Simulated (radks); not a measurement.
Q: Spin polarisation of the 4f13 shell in the ytterbium ion Yb3+. Start: [Xe] 4f(up 6.5, down 6.5); electrons of 4f are moved from spin down to spin up, other shells keep equal spins. All-electron calculation, non-relativistic Kohn-Sham, PBEsol, spin-polarised, spherical densities, point nucleus. Program: a radial shooting solver on a logarithmic mesh with Libxc functionals. Estimate the energy gained and the exchange splitting at a moment of 1 Bohr magnetons.

A: At moment 1 the spin-polarisation energy is -0.212 eV and the 4f exchange splitting 0.849 eV, that is 0.849 eV per Bohr magneton; E = -I m^2/4 would give I = 0.849 eV.
